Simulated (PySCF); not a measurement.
Computed IR spectrum (relative IR intensity) of a molecule C4H12Si2. Geometry optimised at PBE-D3(BJ)/def2-SVP. One conformer was computed; it need not be the lowest. Calculation: PBE-D3(BJ)/def2-SVP (PySCF). Frequencies are harmonic and unscaled.

Lines under 2 % of the strongest are left out, and lines within 2 cm⁻¹ are merged.

| ν (cm⁻¹) | relative intensity |
|---|---|
| 565 | 3.5 |
| 600 | 2.7 |
| 647 | 13 |
| 711 | 2.6 |
| 730 | 23 |
| 762 | 17 |
| 793 | 34 |
| 797 | 30 |
| 865 | 42 |
| 897 | 72 |
| 908 | 58 |
| 917 | 8.5 |
| 943 | 20 |
| 1008 | 19 |
| 1024 | 4.5 |
| 1054 | 3.7 |
| 1104 | 12 |
| 1209 | 2.5 |
| 1309 | 4.1 |
| 1327 | 3.7 |
| 1381 | 6.1 |
| 2137 | 76 |
| 2142 | 68 |
| 2146 | 100 |
| 2948 | 18 |
| 2960 | 3.4 |
| 2962 | 5.1 |
| 2992 | 14 |
| 3021 | 12 |

**Question.** Pick the molecule that these values belong to.
(A) C[C@@H]1[C@@H]([SiH3])[C@H]1[SiH3]
(B) C=C(C[SiH3])[SiH2]C
(C) C1C[SiH2]C[SiH2]C1
(D) C[C@H]1C[SiH2]C[SiH2]1

**Answer.** C, C1C[SiH2]C[SiH2]C1
